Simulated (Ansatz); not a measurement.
AsP₃⁻, that is PPPAs tetrahedron with one electron more. Total charge -1; doublet. Geometry r2SCAN-D4/def2-SVP, that of the neutral singlet; atoms count from 1.

```xyz
4

P    -0.494   -0.990   -0.805
P    -0.163    1.195   -0.646
P     1.341   -0.215    0.167
As   -0.684    0.011    1.284
```

The highest occupied level of the charge -1 doublet lies above zero (up to 1.89 eV). By energy differences it is unbound by 0.48 eV (vertical, against the charge 0 singlet, at PBE0-D4/def2-TZVPD) and held by the finite basis.

Estimate the Mulliken populations from the PBE0/def2-TZVPD orbitals of Ansatz.


```tsv
atom	charge (e)	spin (α − β)
P1	-0.35	0.45
P2	-0.13	-0.03
P3	-0.13	-0.03
As4	-0.40	0.61
```
Mulliken values depend strongly on the basis. With diffuse functions, as here, like atoms can get unlike values, and bond orders can come out too low or too high.

Where does the spin sit?

Summed by element: P 0.39, As 0.61, of 1 unpaired in all. Largest on single atoms: As4 0.61, P1 0.45, P3 -0.03.

And the Mayer bond orders between heavy atoms (over 0.3)?

P1–P2 1.03 (2.22 Å); P1–P3 1.03 (2.22 Å); P1–As4 1.35 (2.32 Å); P2–P3 1.05 (2.22 Å); P2–As4 1.03 (2.32 Å); P3–As4 1.03 (2.32 Å).
